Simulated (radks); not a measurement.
Valence configurations of I3+ (all share [Kr]). Calculated with a radial shooting solver on a logarithmic mesh with Libxc functionals: Dirac Kohn-Sham, LDA (Slater exchange, Perdew-Wang correlation), spin-unpolarised, spherical densities, finite nucleus; open shells are shared between the two j in proportion to 2j + 1; Fermi nuclear charge, rms radius 4.75 fm. Energies are relative to 4d10 5s2 5p2; eigenvalues in eV.

valence           E (eV)  e(4d3/2)  e(4d5/2)  e(5p1/2)  e(5p3/2)  e(5s1/2)
4d10 5s2 5p2       0.000   -83.467   -81.726   -35.640   -34.151   -46.828
4d10 5s1.5 5p2.5   6.106   -84.112   -82.369   -35.970   -34.466   -47.210
4d10 5s1 5p3      12.243   -84.750   -83.005   -36.293   -34.775   -47.585
4d10 5s0.5 5p3.5  18.410   -85.382   -83.635   -36.611   -35.079   -47.955
4d10 5p4          24.608   -86.007   -84.257   -36.925   -35.377         -
4d9.5 5s1.5 5p3   30.805   -87.745   -85.967   -37.028   -35.452   -48.541
4d9 5s2 5p3       50.384   -90.760   -88.949   -37.756   -36.123   -49.488
4d8 5s1 5p5       119.53   -99.208   -97.322   -40.373   -38.565   -52.721
4d7 5s1 5p6       181.10   -106.43   -104.47   -42.320   -40.368   -55.164
4d6.5 5s1.5 5p6   206.68   -109.49   -107.50   -43.007   -40.996   -56.050

NIST lists [Kr] 4d10 5s2 5p2 as the ground configuration; this level of theory agrees among the configurations tried. The energies are those of spherical spin-averaged densities, not of single terms.
